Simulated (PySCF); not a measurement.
A run for PySCF: R-B3LYP/6-31G* on CHF2NOSi (SMILES N#CO[SiH](F)F).

```python
from pyscf import gto, scf, dft, mp
from pyscf.data.elements import chemcore

mol = gto.M(
    atom='''
    N     2.78588955   -0.15615795   -0.41919229
    C     1.66780993   -0.43822506   -0.41698170
    O     0.43239663   -0.80033408   -0.41762035
    Si   -0.94569501    0.12124712   -0.33677575
    F    -0.96254878    1.11907917   -1.55552671
    F    -0.91716577    0.96320442    0.99423580
    H    -2.06068655   -0.80881362   -0.37381362
    ''',
    basis='6-31g*',
    cart=True,
    charge=0, spin=0, verbose=3, max_memory=1800)
mf = dft.RKS(mol, xc='b3lyp')
mf.conv_tol = 1e-8
mf.max_cycle = 100
mf.kernel()
if not mf.converged:
    mf = mf.newton().run(mf.mo_coeff, mf.mo_occ)
```

The log:

```
converged SCF energy = -657.979989759659
```

Self-consistency was reached.

Cost: roughly 5 core-seconds.
